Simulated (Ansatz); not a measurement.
C₈H₁₈GeN₂⁺, that is Ge(vinyl)2(NMe2)2 with one electron fewer. Total charge 1; doublet. Geometry PBE-D4/def2-SVP, that of the neutral singlet; atoms count from 1.

Cartesian coordinates in Å:
```
Ge 0.1468 -0.1260 0.4650
C 0.2035 -1.9504 1.1851
C -0.3562 -2.3055 2.3573
H 0.7561 -2.7147 0.6067
H -0.9223 -1.5895 2.9802
H -0.2847 -3.3340 2.7552
C 0.8129 1.1843 1.7500
C 1.4824 2.2880 1.3669
H 0.6106 1.0131 2.8229
H 1.7016 2.4752 0.3006
H 1.8442 3.0407 2.0896
N -1.6115 0.2786 0.0567
C -2.5572 -0.7311 -0.3632
C -1.9685 1.6320 -0.3082
H -3.5707 -0.5265 0.0579
H -2.2457 -1.7321 -0.0034
H -2.6802 -0.7936 -1.4761
H -1.2388 2.3550 0.1092
H -2.0120 1.7989 -1.4160
H -2.9734 1.9010 0.0970
N 1.1989 0.0771 -1.0672
C 2.6162 -0.2060 -0.9775
C 0.6177 -0.2420 -2.3538
H 2.8739 -1.2855 -1.1460
H 3.0105 0.0809 0.0191
H 3.1878 0.3780 -1.7380
H -0.4664 -0.0112 -2.3554
H 1.0897 0.3637 -3.1638
H 0.7347 -1.3182 -2.6508
```

Single mean-field runs in def2-TZVP are fitted with def2-universal-jkfit.

**Question.** Estimate the Mulliken populations from the PBE0/def2-TZVP orbitals of Ansatz.

**Answer.** 
```json
{"atom": "Ge1", "charge (e)": "0.42", "spin (α − β)": "-0.05"}
{"atom": "C2", "charge (e)": "-0.28", "spin (α − β)": "0.03"}
{"atom": "C3", "charge (e)": "-0.21", "spin (α − β)": "0.00"}
{"atom": "H4", "charge (e)": "0.16", "spin (α − β)": "0.00"}
{"atom": "H5", "charge (e)": "0.16", "spin (α − β)": "0.00"}
{"atom": "H6", "charge (e)": "0.18", "spin (α − β)": "0.00"}
{"atom": "C7", "charge (e)": "-0.26", "spin (α − β)": "0.00"}
{"atom": "C8", "charge (e)": "-0.23", "spin (α − β)": "0.00"}
{"atom": "H9", "charge (e)": "0.16", "spin (α − β)": "0.00"}
{"atom": "H10", "charge (e)": "0.16", "spin (α − β)": "0.00"}
{"atom": "H11", "charge (e)": "0.17", "spin (α − β)": "0.00"}
{"atom": "N12", "charge (e)": "-0.11", "spin (α − β)": "0.40"}
{"atom": "C13", "charge (e)": "-0.32", "spin (α − β)": "-0.02"}
{"atom": "C14", "charge (e)": "-0.32", "spin (α − β)": "-0.02"}
{"atom": "H15", "charge (e)": "0.18", "spin (α − β)": "0.02"}
{"atom": "H16", "charge (e)": "0.18", "spin (α − β)": "0.00"}
{"atom": "H17", "charge (e)": "0.16", "spin (α − β)": "0.03"}
{"atom": "H18", "charge (e)": "0.17", "spin (α − β)": "0.00"}
{"atom": "H19", "charge (e)": "0.17", "spin (α − β)": "0.04"}
{"atom": "H20", "charge (e)": "0.18", "spin (α − β)": "0.02"}
{"atom": "N21", "charge (e)": "-0.09", "spin (α − β)": "0.46"}
{"atom": "C22", "charge (e)": "-0.35", "spin (α − β)": "-0.02"}
{"atom": "C23", "charge (e)": "-0.32", "spin (α − β)": "-0.02"}
{"atom": "H24", "charge (e)": "0.17", "spin (α − β)": "0.03"}
{"atom": "H25", "charge (e)": "0.19", "spin (α − β)": "0.00"}
{"atom": "H26", "charge (e)": "0.19", "spin (α − β)": "0.03"}
{"atom": "H27", "charge (e)": "0.14", "spin (α − β)": "0.00"}
{"atom": "H28", "charge (e)": "0.18", "spin (α − β)": "0.03"}
{"atom": "H29", "charge (e)": "0.18", "spin (α − β)": "0.04"}
```
Mulliken values depend strongly on the basis.

**Question.** Where does the spin sit?

**Answer.** Summed by element: Ge -0.05, C -0.06, H 0.25, N 0.86, of 1 unpaired in all. Largest on single atoms: N21 0.46, N12 0.40, Ge1 -0.05.

**Question.** And the Mayer bond orders between heavy atoms (over 0.3)?

**Answer.** Ge1–C2 0.96 (1.96 Å); Ge1–C7 1.01 (1.95 Å); Ge1–N12 0.99 (1.85 Å); Ge1–N21 0.87 (1.87 Å); C2–C3 1.90 (1.35 Å); C7–C8 1.87 (1.35 Å); N12–C13 0.96 (1.45 Å); N12–C14 0.96 (1.45 Å); N21–C22 0.96 (1.45 Å); N21–C23 0.98 (1.45 Å).
